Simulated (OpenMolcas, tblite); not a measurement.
AsF3 (arsenic trifluoride): methods side by side

AsF3: 4 atoms, total charge 0, spin state singlet. SMILES: `F[As](F)F`. Geometry: relaxed at PBE0-D4/def2-TZVP.

Each level gives the vertical energy of the triplet above the singlet (eV). The values are calculated.

```
                                  level                   kind     program  value (eV)  less CCSD(T)/cc-pVDZ  CPU time (all runs)
                              IPEA1-xTB         semi-empirical      tblite        6.62                 +0.28            under 2 s
                             HF/cc-pVDZ           Hartree–Fock  OpenMolcas        5.96                 -0.38                 19 s
                          SVWN5/cc-pVDZ                    LDA  OpenMolcas        6.19                 -0.15                 36 s
                            PBE/cc-pVDZ                    GGA  OpenMolcas        6.01                 -0.33                 67 s
                          M06-L/cc-pVDZ               meta-GGA  OpenMolcas        6.28                 -0.06                 62 s
                           TPSS/cc-pVDZ               meta-GGA  OpenMolcas        6.01                 -0.33                 83 s
                          B3LYP/cc-pVDZ          global hybrid  OpenMolcas        6.26                 -0.08                 54 s
CCSD(T)/cc-pVDZ, open shells restricted  coupled cluster or CI  OpenMolcas        6.34                  0.00                 79 s
```

Differences are taken from CCSD(T)/cc-pVDZ, open shells restricted for orientation; it has basis-set and higher-order errors of its own. All-electron rows without a relativistic Hamiltonian named are non-relativistic. The values span 5.96 to 6.62 eV. A triplet this far above the singlet is often a Rydberg-like or dissociative state; sets without diffuse functions put Rydberg states too high. In the correlated wave-function rows the outer d shell of As is correlated, in sets not made for it. CPU times are rough (shared hosts, several kinds of processor): they show what a rung costs within a factor of a few.
